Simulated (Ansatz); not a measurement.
Consider the silylene formation by 1,1-elimination: `N[SiH2][SiH](O)S` → `O[SiH]` + `N[SiH2]S`.

Program: Ansatz. Geometries: PBE0-D4/def2-TZVP. ΔE: electronic, gas phase. CCSD(T)/CBS is the MP2 limit (def2-TZVPP, def2-QZVPP) plus CCSD(T) − MP2 in def2-TZVPP, frozen cores. This one scheme is used for every species. Functionals use def2-TZVPP. B3LYP here is the variant with VWN-RPA as its local correlation; programs differ in this. One conformer a species, not always the lowest.

**Question.** Is it downhill or uphill in electronic energy at CCSD(T)/CBS, and by how much? (Estimate.)

**Answer.** Ansatz gave: Uphill: ΔE = +179.0 kJ/mol.

**Question.** What do these levels give: PBE-D4, B3LYP-D4, r2SCAN, B3LYP, HF/def2-TZVPP, CCSD/CBS(def2)? (Estimate.)

**Answer.** The calculation gave: PBE-D4 189.4, B3LYP-D4 176.8, r2SCAN 195.7, B3LYP 157.4, HF/def2-TZVPP 157.0, CCSD/CBS(def2) 175.2 kJ/mol.

Largest T1 diagnostic among the species: 0.016.

From PBE to PBE0 (25 % exact exchange), in def2-TZVPP and without D4, ΔE moves by +9.9 kJ/mol. The D4 term adds +19.3 kJ/mol with B3LYP and +10.9 kJ/mol with PBE0; it sums over pairs of atoms, weighted by their polarisabilities, and B3LYP, whose exchange is more repulsive, gets the larger term. In def2-TZVPP, CCSD(T) changes the Hartree–Fock value by +16.1 kJ/mol (the triples alone add +3.8 kJ/mol) and MP2 by +28.2 kJ/mol.
